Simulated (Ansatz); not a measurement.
Process, species as SMILES: NB(N)O [diaminoborinic acid] -> [NH-]B(N)O + H+

Wanted: gas-phase deprotonation energy (electronic), in kcal/mol. Terms: valence correlation only; spin-orbit terms left out; non-relativistic; 6-311+G** with 5d; no dispersion term unless named. CBS(X,Y): correlation extrapolated as X^-3; Hartree-Fock from the larger set. First-principles rows: single points at B3LYP-D3(BJ) geometries (Ansatz, a first-principles code).

| species | coefficient | E at B3LYP/6-311+G** (Ansatz), Eh | E at PBE0/def2-TZVPD (Ansatz), Eh |
|---|---|---|---|
| NB(N)O | -1 | -212.80665 | -212.57561 |
| [NH-]B(N)O | +1 | -212.18528 | -211.94998 |
| H+ | +1 | 0.00000 | 0.00000 |

Coupled cluster (Ansatz) is a level with limits of its own, used here on species with T1 under 0.025 (0.045 for open shells) and stable references: CCSD(T)/CBS(aug-cc-pVTZ,aug-cc-pVQZ). Value to compare with, CCSD(T)/CBS(aug-cc-pVTZ,aug-cc-pVQZ) (Ansatz): 390.3 kcal/mol. 1 Eh = 627.5095 kcal/mol.

**Question.** Compute it at each level from the table, and compare with CCSD(T)/CBS(aug-cc-pVTZ,aug-cc-pVQZ) (Ansatz).

**Answer.** 
- B3LYP/6-311+G**: the sum of coefficient times E is 0.62137 Eh, or 389.92 kcal/mol. Result: 389.9 kcal/mol. Its difference against CCSD(T)/CBS(aug-cc-pVTZ,aug-cc-pVQZ) (Ansatz) is -0.4 kcal/mol.
- PBE0/def2-TZVPD: the sum of coefficient times E is 0.62563 Eh, or 392.59 kcal/mol. Result: 392.6 kcal/mol. Its difference against CCSD(T)/CBS(aug-cc-pVTZ,aug-cc-pVQZ) (Ansatz) is 2.3 kcal/mol.
